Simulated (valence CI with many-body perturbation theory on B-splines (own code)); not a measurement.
The numbers below are computed, except where a source is named.
Hyperfine factors and g values of Sb⁴⁴⁺

Method: valence CI with perturbative core correlation (CI+MBPT): five valence electrons over a frozen Dirac-Fock core [He], a basis of 11 s, 11 p, 10 d, 8 f, 5 g, 2 h functions for each j, with the one-electron correlation potential Σ1 (screened to all orders), the two-electron term Σ2, the three-electron term Σ3, Breit, model QED; selected single and double excitations, second order for the rest, scaled by the run's own slope (own B-spline code, finite nucleus).

The last digits are not significant, and no measured levels were compared; by estimate large intervals hold to a few tenths of a per cent, small ones and those within an open d or f shell to about a per cent. Among the levels kept, up to 7200 cm⁻¹ of a level comes from second order outside the variational space, and about a tenth of that is noise between levels of different J, which matters for small intervals.

A/g_I is the dipole constant over the nuclear g factor μ/I (μ in nuclear magnetons, uniformly magnetised nucleus), B/Q the quadrupole constant per barn. Both hold the static response of the core; the bare values leave it out. Large factors of s and p1/2 electrons are usually good to 5 to 10 %; those of open d and f shells near neutrality can be off by tens of per cent, and small factors of p3/2, d and f electrons come from cancelling terms and can be off by a factor of two or in sign, in half-filled shells by more. B is blank for J = 1/2, where it vanishes, and for nearly pure S terms. Energies count from the lowest level.

Levels are named by their leading jj configuration (3d3/2^4 stands for four electrons in 3d with j = 3/2), which in mixed levels can hold well under half, so a name can repeat and another be missing. Letters in brackets count levels of one name in rising energy.

| Level | E (eV) | g | A/g_I (MHz) | A/g_I bare | B/Q (MHz/b) | B/Q bare |
| --- | --- | --- | --- | --- | --- | --- |
| (2s^2 2p1/2^2 2p3/2) J=3/2 | 0.0 | 1.372 | 234000 | 242000 | 429000 | 430000 |
| (2s^2 2p1/2 2p3/2^2) J=3/2 | 247.0 | 1.436 | -15800 | -5590 | 72200 | 72300 |
| (2s^2 2p1/2 2p3/2^2) J=5/2 | 266.1 | 1.183 | 519000 | 522000 | -2050 | -2050 |
| (2s^2 2p1/2 2p3/2^2) J=1/2 | 294.6 | 0.644 | 1600000 | 1590000 |  |  |
| (2s 2p1/2^2 2p3/2^2) J=5/2 | 448.4 | 1.489 | 1180000 | 1170000 | 151000 | 152000 |
| (2s 2p1/2^2 2p3/2^2) J=1/2 | 511.7 | 2.127 | 4820000 | 4750000 |  |  |
| (2s 2p1/2^2 2p3/2^2) J=3/2 | 513.2 | 1.214 | -642000 | -616000 | -143000 | -144000 |
| (2s^2 2p3/2^3) J=3/2 | 542.6 | 1.280 | 258000 | 264000 | -503000 | -504000 |
| (2s 2p1/2 2p3/2^3) J=3/2 [a] | 715.1 | 1.536 | 1130000 | 1130000 | -365000 | -366000 |
| (2s 2p1/2 2p3/2^3) J=5/2 | 745.7 | 1.277 | 1470000 | 1460000 | -623000 | -624000 |
| (2s 2p1/2 2p3/2^3) J=1/2 | 778.8 | 1.438 | -1500000 | -1460000 |  |  |
| (2s 2p1/2 2p3/2^3) J=3/2 [b] | 790.3 | 1.069 | 99000 | 112000 | -58200 | -58400 |
| (2p1/2^2 2p3/2^3) J=3/2 | 1013.3 | 1.318 | 234000 | 247000 | -466000 | -467000 |
| (2s 2p3/2^4) J=1/2 | 1043.4 | 1.719 | 4860000 | 4780000 |  |  |
| (2p1/2 2p3/2^4) J=1/2 | 1279.7 | 0.644 | 1600000 | 1590000 |  |  |
| (2s^2 2p1/2^2 3s) J=1/2 | 4048.0 | 2.024 | 1390000 | 1380000 |  |  |
| (2s^2 2p1/2^2 3p1/2) J=1/2 | 4108.9 | 0.658 | 454000 | 451000 |  |  |
| (2s^2 2p1/2^2 3p3/2) J=3/2 | 4194.0 | 1.333 | 70100 | 72600 | 122000 | 122000 |
| (2s^2 2p1/2^2 3d3/2) J=3/2 | 4254.1 | 0.784 | 41200 | 41000 | 18700 | 19000 |
| (2s^2 2p1/2^2 3d5/2) J=5/2 | 4283.0 | 1.200 | 24400 | 24600 | 15100 | 15500 |
| (2s^2 2p1/2 2p3/2 3s) J=3/2 [a] | 4300.1 | 1.671 | 361000 | 364000 | 299000 | 300000 |
| (2s^2 2p1/2 2p3/2 3s) J=1/2 | 4306.8 | 1.296 | -578000 | -558000 |  |  |
| (2s^2 2p1/2 2p3/2 3s) J=5/2 | 4316.4 | 1.337 | 739000 | 739000 | 383000 | 383000 |
| (2s^2 2p1/2 2p3/2 3s) J=3/2 [b] | 4320.4 | 0.989 | 474000 | 480000 | 242000 | 243000 |
| (2s^2 2p1/2 2p3/2 3p1/2) J=1/2 | 4360.6 | 1.713 | -267000 | -251000 |  |  |
| (2s^2 2p1/2 2p3/2 3p1/2) J=3/2 [a] | 4365.9 | 1.144 | 349000 | 353000 | 79700 | 79900 |
| (2s^2 2p1/2 2p3/2 3p1/2) J=5/2 | 4377.3 | 1.085 | 562000 | 564000 | 382000 | 383000 |
| (2s^2 2p1/2 2p3/2 3p1/2) J=3/2 [b] | 4399.7 | 1.352 | 361000 | 368000 | 423000 | 424000 |
| (2s^2 2p1/2 2p3/2 3p3/2) J=5/2 [a] | 4436.4 | 1.437 | 84800 | 90200 | 504000 | 505000 |
| (2s^2 2p1/2 2p3/2 3p3/2) J=1/2 [a] | 4442.5 | 1.647 | -380000 | -370000 |  |  |
| (2s^2 2p1/2 2p3/2 3p3/2) J=3/2 [a] | 4448.1 | 1.180 | 474000 | 474000 | -294000 | -294000 |
| (2s^2 2p1/2 2p3/2 3p3/2) J=7/2 | 4454.7 | 1.242 | 364000 | 367000 | 521000 | 522000 |
| (2s^2 2p1/2 2p3/2 3p3/2) J=3/2 [b] | 4459.3 | 1.392 | 211000 | 216000 | 87600 | 87800 |
| (2s^2 2p1/2 2p3/2 3p3/2) J=5/2 [b] | 4468.1 | 1.304 | 701000 | 700000 | 80300 | 80500 |
| (2s 2p1/2^2 2p3/2 3s) J=5/2 | 4480.1 | 1.540 | 1020000 | 1020000 | 342000 | 343000 |
| (2s^2 2p1/2 2p3/2 3p3/2) J=1/2 [b] | 4482.9 | 0.664 | 1530000 | 1520000 |  |  |
| (2s 2p1/2^2 2p3/2 3s) J=3/2 [a] | 4495.8 | 1.515 | 1370000 | 1370000 | 250000 | 250000 |
| (2s^2 2p1/2 2p3/2 3d3/2) J=3/2 [a] | 4507.2 | 0.936 | 103000 | 105000 | -227000 | -227000 |
| (2s^2 2p1/2 2p3/2 3d3/2) J=5/2 [a] | 4509.1 | 0.977 | 253000 | 255000 | -43500 | -43500 |
| (2s^2 2p1/2 2p3/2 3d3/2) J=1/2 [a] | 4510.7 | 0.231 | 353000 | 342000 |  |  |

(1) Take the isotope of mass number 123, with I = 7/2, μ = 2.5457 μN and Q = -0.692 b. What is the hyperfine structure of (2s 2p1/2^2 2p3/2^2) J=5/2?

Results:

(1) From the table A = 858000 MHz, B = -105000 MHz. Shifts from the centre of gravity in MHz: F = 1: -9710000, F = 2: -7960000, F = 3: -5360000, F = 4: -1900000, F = 5: 2390000, F = 6: 7480000.
